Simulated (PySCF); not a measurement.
SMILES F[Si]([CH2][Ge]([CH3])([CH3])[CH3])(F)F (C4H11F3GeSi), singlet at its GFN2-xTB optimised geometry (Å):

```
20

Si     1.5383    -1.5899     0.0000
F      1.1505    -2.4990    -1.2431
F      3.1293    -1.5899     0.0000
F      1.1668    -2.5012     1.2469
C      0.7294     0.0835     0.0000
Ge    -1.2529    -0.0347     0.3383
C     -2.0507    -1.2946    -0.9668
C     -1.5416    -0.6530     2.1996
C     -1.9908     1.7968     0.0869
H      0.8893     0.5761    -0.9574
H      1.1727     0.7197     0.7637
H     -3.1293    -1.3392    -0.8451
H     -1.6504    -2.2940    -0.8269
H     -1.8377    -0.9845    -1.9857
H     -2.6039    -0.7265     2.4145
H     -1.1008     0.0396     2.9108
H     -1.0948    -1.6300     2.3534
H     -1.5249     2.5012     0.7697
H     -1.8231     2.1460    -0.9276
H     -3.0603     1.8056     0.2729
```

Calculation: PBE0/def2-SVP (PySCF). Cells within 0.4 Å of a nucleus heavier than hydrogen are left out (blank, or x).

Map of the deformation density (molecule minus spherical neutral atoms) (e/bohr³) on the plane z = 0.0 Å:

```
|2222222222222222222222222222222|
|2222222222222222222222222222222|
|2222222222222222222222222222222|
|2222222222222222222222222222222|
|2222222222222222222222222222222|
|2222222222222222222222222222222|
|2222222211111222222222222222222|
|2222222111111122222222222222222|
|2222211211221122222222222222222|
|2222212443531112222222222222222|
|222211299xx21111112222222222222|
|2222112565x42111111112222222222|
|2222211223663111112112222222222|
|2222221113542222123211222222222|
|22222211122111355x5211222222222|
|222222111110x146xxx211122222222|
|2222221112201135588521122222222|
|2222221123432122368621222222222|
|2222211112332111244211444222222|
|2222211111221111101xx26xx222222|
|2222221111111111000xx26xx222222|
|2222222111111111100001333222222|
|2222222211111111111101122222222|
|2222222222112222111111122222222|
|2222222222222222221111222222222|
|2222222222222222222222222222222|
|2222222222222222222222222222222|
|2222222222222222222222222222222|
|2222222222222222222222222222222|
|2222222222222222222222222222222|
|2222222222222222222222222222222|
```
Scale: ten equal steps from -0.019 (start of '0') to 0.064 (end of '9'), in the order '0123456789'; x runs from -5.50 to 5.50, y from -5.50 (bottom) to 5.50 (top).
